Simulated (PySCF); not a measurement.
Cyclobutanecarbonyl chloride, C5H7ClO.
Cartesian coordinates in Å at the GFN2-xTB level; atoms count from 1:
```xyz
14
C5H7ClO angstrom
O      1.7379    1.5960   -1.2319
C      1.7091    0.6331   -0.5442
Cl     3.1300   -0.4372   -0.4666
C      0.5962    0.0996    0.2808
C     -0.7098    0.9116    0.2560
C     -1.4779   -0.3438   -0.1841
C     -0.1495   -1.0895   -0.3767
H      0.9605   -0.1403    1.2792
H     -1.0051    1.3401    1.2100
H     -0.6883    1.6962   -0.4968
H     -2.0939   -0.7690    0.6047
H     -2.0808   -0.2306   -1.0811
H     -0.0490   -2.0377    0.1444
H      0.1200   -1.2291   -1.4208
```

The calculation used TDDFT CAM-B3LYP/def2-SVPD, vertical, gas phase, core orbitals frozen in the response in PySCF.

Ground-to-excited transition dipoles (e·a0, same axes as the geometry; the sign carries no meaning), for the states with f of 0.002 or more among the lowest 8:

| state | E (eV) | μx | μy | μz |
| --- | --- | --- | --- | --- |
| S3 | 7.089 | 0.166 | -0.164 | 0.059 |
| S4 | 7.520 | 0.344 | 0.155 | -0.061 |
| S5 | 7.703 | 0.533 | 0.137 | -0.175 |
| S6 | 8.015 | 0.043 | -0.253 | 0.157 |
| S7 | 8.148 | 0.245 | -0.139 | -0.045 |
| S8 | 8.200 | -0.013 | -0.210 | 0.027 |

Task: Work out the oscillator strengths.

Result: f = (2/3) ΔE |μ|² with ΔE in hartree (27.2114 eV).

| state | \|μ\|² (au) | \|μ\| (D) | f |
| --- | --- | --- | --- |
| S3 | 0.058 | 0.61 | 0.010 |
| S4 | 0.146 | 0.97 | 0.027 |
| S5 | 0.334 | 1.47 | 0.063 |
| S6 | 0.091 | 0.76 | 0.018 |
| S7 | 0.082 | 0.73 | 0.016 |
| S8 | 0.045 | 0.54 | 0.009 |

Task: Which bond between heavy atoms lies closest to the direction of the S5 transition dipole?

Result: C2–C4, at 19° from it; next C6–C7 at 44°.

Task: What angle do the transition dipoles of S3 and S4 make?

Result: |cos θ| = |μa·μb| / (|μa| |μb|) = 0.31, so θ ≈ 72° (taken between 0 and 90°, since the signs are arbitrary).

Task: What peak molar absorption coefficient would the strongest computed level give as a lone Gaussian band 0.3 eV wide at half height?

Result: ε(max) = 2.175×10⁸ f / FWHM, with the width in cm⁻¹. S5: 2.175×10⁸ × 0.0630 / 2420 ≈ 5700 L mol⁻¹ cm⁻¹.

The run took 45 s of wall time on one thread of an Arm Neoverse V1 (shared host).

One conformer stands for the species.
